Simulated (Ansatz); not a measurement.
Dimethylphenylsulfonium iodide, `C[S+](C)c1ccccc1.[I-]`. Total charge 0; triplet. Geometry PBE0-D4/def2-SVP, that of the neutral singlet; atoms count from 1.

Cartesian coordinates in Å:
```
C 0.333 1.797 -1.556
S 1.078 1.122 -0.061
C 2.302 -0.039 -0.692
C -0.230 -0.051 0.420
C -0.693 0.098 1.726
C -1.695 -0.747 2.202
C -2.226 -1.732 1.373
C -1.757 -1.878 0.066
C -0.758 -1.037 -0.417
H -0.511 2.417 -1.223
H 1.116 2.431 -2.001
H -0.007 0.988 -2.215
H 3.100 0.593 -1.111
H 2.673 -0.595 0.180
H 1.849 -0.715 -1.428
H -0.270 0.875 2.368
H -2.061 -0.632 3.224
H -3.011 -2.395 1.746
H -2.173 -2.651 -0.583
H -0.401 -1.162 -1.441
I 3.341 3.314 -0.576
```

In the def2 sets I takes a core potential; there is no spin–orbit coupling. At PBE0-D4/def2-TZVP a singlet of charge 0 lies 3.44 eV below the triplet at the same geometry.

(1) Estimate the Mulliken populations from the PBE0/def2-TZVP orbitals of Ansatz.

(2) Where does the spin sit?

(3) And the Mayer bond orders between heavy atoms (over 0.3)?

Results:

(1) 
```
atom  charge (e)  spin (α − β)
  C1       -0.31          0.04
  S2        0.04          0.33
  C3       -0.31          0.03
  C4        0.16          0.13
  C5       -0.18          0.04
  C6       -0.15          0.04
  C7       -0.18          0.28
  C8       -0.12         -0.11
  C9       -0.30          0.30
 H10        0.15          0.01
 H11        0.15          0.01
 H12        0.15          0.00
 H13        0.15          0.01
 H14        0.15          0.01
 H15        0.15          0.00
 H16        0.11          0.00
 H17        0.10          0.00
 H18        0.10         -0.02
 H19        0.11          0.01
 H20        0.09         -0.02
 I21       -0.05          0.91
```
Mulliken values depend strongly on the basis.

(2) Summed by element: C 0.76, S 0.33, H 0.00, I 0.91, of 2 unpaired in all. Largest on single atoms: I21 0.91, S2 0.33, C9 0.30.

(3) C1–S2 0.85 (1.80 Å); S2–C3 0.85 (1.80 Å); S2–C4 1.11 (1.82 Å); C4–C5 1.25 (1.39 Å); C4–C9 1.17 (1.40 Å); C5–C6 1.55 (1.39 Å); C6–C7 1.27 (1.39 Å); C7–C8 1.43 (1.40 Å); C8–C9 1.50 (1.39 Å).
